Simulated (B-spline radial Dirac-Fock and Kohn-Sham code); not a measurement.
Eu⁴⁺: N5-O23O23 lines in intermediate coupling

System: the Eu⁴⁺ ion, [Xe] 4f5.

Input file task.json (cfg lists n, l and occupation; rrms is the nuclear radius in fm):

```json
{"items": [{
  "Z": 63,
  "q": 4,
  "cfg": [[1, 0, 2], [2, 0, 2], [2, 1, 6], [3, 0, 2], [3, 1, 6], [3, 2, 10], [4, 0, 2], [4, 1, 6], [4, 2, 10], [4, 3, 5], [5, 0, 2], [5, 1, 6]],
  "A": 153,
  "rrms": 5.1115,
  "do": ["binding", "quiet", "double"]
}]}
```

Launch: `python xray_run.py task.json out`

Method: Dirac-Fock (average of configuration) total-energy differences with a finite nucleus, the Breit interaction including its frequency dependence, and self-energy and vacuum-polarisation corrections. Computed with a radial B-spline solver. The two-hole levels come from diagonalising the Coulomb interaction among the jj configurations; intensities are independent-particle Coulomb rates. Kinetic energies are from the vacuum level. Correlation energy is missing from these numbers. Open outer shells are spectators and are not coupled to the holes.

| kinetic energy (eV) | J | leading jj holes (weight) | leading LS term (weight) |
| --- | --- | --- | --- |
| 33.27 | 0 | O2O2 (0.92) | ¹S0 (0.61) |
| 39.24 | 2 | O2O3 (0.97) | ¹D2 (0.82) |
| 40.91 | 1 | O2O3 (1.00) | ³P1 (1.00) |
| 42.98 | 0 | O3O3 (0.92) | ³P0 (0.61) |
| 45.33 | 2 | O3O3 (0.97) | ³P2 (0.82) |

The intensity is shared as follows: 39.24 eV 74.9 %, 45.33 eV 15.0 %, 33.27 eV 7.3 %, 42.98 eV 2.3 %, 40.91 eV 0.4 %.

The strongest line, by its leading LS label ¹D2, lies at 39.24 eV. The mean weight of the leading component is 0.96 in jj and 0.77 in LS coupling, so jj labels describe these levels better.

Run: 35 s of CPU time on 1 thread of Intel(R) Xeon(R) 6975P-C (shared host), peak memory 0.54 GiB.
